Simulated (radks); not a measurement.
Species: Ne2+. Configuration: [He] 2s2 2p3 5p1 (not the ground configuration).

All-electron calculation, non-relativistic Kohn-Sham, PBE, spin-polarised, spherical densities, point nucleus; open shells are filled with parallel spins first. Program: a radial shooting solver on a logarithmic mesh with Libxc functionals.

Energy parts (eV):
part                     energy
total                 -3386.512
kinetic                3381.552
electron-nucleus      -7689.416
Hartree                1211.417
exchange-correlation   -290.066

Orbitals (lengths in bohr, moments of r in powers of bohr):
orbital  occ.  eigenvalue (eV)    <r^2>     <r^4>
1s up       1        -909.9537  0.03379  0.002971
1s down     1        -906.3854  0.03352  0.002919
2s up       1        -102.3417   0.7413    0.9866
2s down     1         -93.9324   0.7825     1.115
2p up       3         -79.9422   0.6904     1.005
2p down     0         -71.1006   0.7537     1.224
5p up       1          -5.6947    97.31     12530

The highest occupied level is 5p up at -5.695 eV. The configuration is held as typed, so some empty levels lie below it. The electron density at the nucleus is 630.8 e/bohr^3.
